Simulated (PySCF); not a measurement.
Peak assignment

Numbering as in the mapped SMILES `[CH3:1][C:2]([CH3:3])([CH3:4])[NH:5][C:6]#[P:7]`. Each H is labelled by its parent atom.

Theory: GIAO PBE0/pcSseg-1 shieldings, coordinates at the GFN2-xTB level, in PySCF 2.14 (isolated molecule, one conformer, non-relativistic, one averaged value for each set of equivalent atoms).

References, each an isolated molecule treated in the same way: ¹³C, ¹H vs TMS.

Problem. Assign these signals to the numbered atoms. ¹³C{¹H} NMR (computed): δ 157.3 (C), 52.9 (C), 29.9 (CH3).

Solution. 
157.3 → C6, carbon bonded to N, P
52.9 → C2, fully substituted sp3 carbon bonded to N: pulled downfield by the heteroatom
29.9 → C1/C3/C4, methyl carbon: saturated and bonded to C and H only

Problem. Assign these signals to the numbered atoms. ¹H NMR (400 MHz, computed): δ 3.79 (br s, 1H), 1.31 (s, 9H).

Solution. 
3.79 → H(N5), hydrogen on a nitrogen bonded to 2 C: exchangeable; this is the value without hydrogen bonding to other molecules
1.31 → H(C1)/H(C3)/H(C4), hydrogen on a methyl carbon

Exchangeable OH/NH protons stand at their gas-phase positions; hydrogen bonding in a real sample shifts them, mostly to higher δ. Splittings by ³¹P in the carbon and heteronuclear signals aren't shown, as no couplings were computed. Shifts are as computed. Against solution values, carbons near 30 ppm lie about +3 ppm off and those near 130 ppm about +5 ppm. Of 1211 compounds with measured shifts, 218 miss one by over three times the rms of a fit or turn the order of signals round; such compounds aren't used in these exercises.
